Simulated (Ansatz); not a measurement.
H2SeZn (SMILES [ZnH][SeH]) moved off its minimum; all values from Ansatz (a first-principles code), cores frozen in correlated methods.
(charge 0, multiplicity 1)
```xyz
4

Zn    -0.6392    -0.5032    -0.6297
H     -1.5867    -1.1514    -1.9966
Se     0.6470     0.6386     0.7372
H      0.6728    -0.6464     1.6646
```

Forces at r2SCAN/def2-TZVPP (eV/Å):

```tsv
atom	Fx	Fy	Fz
Zn1	-1.762	-1.132	-2.632
H2	1.094	0.655	1.757
Se3	0.650	-1.038	1.886
H4	0.018	1.514	-1.011
```

Problem. Give the forces (eV/Å), the total energy and the dipole at CCSD(T)/def2-TZVPPD.

Solution. 
```
atom      Fx      Fy      Fz
----  ------  ------  ------
Zn1   -1.926  -1.299  -2.765
H2     1.054   0.637   1.684
Se3    0.851  -0.823   2.068
H4     0.020   1.484  -0.986
```
Energy -4179.4840 hartree, dipole 0.85 D.
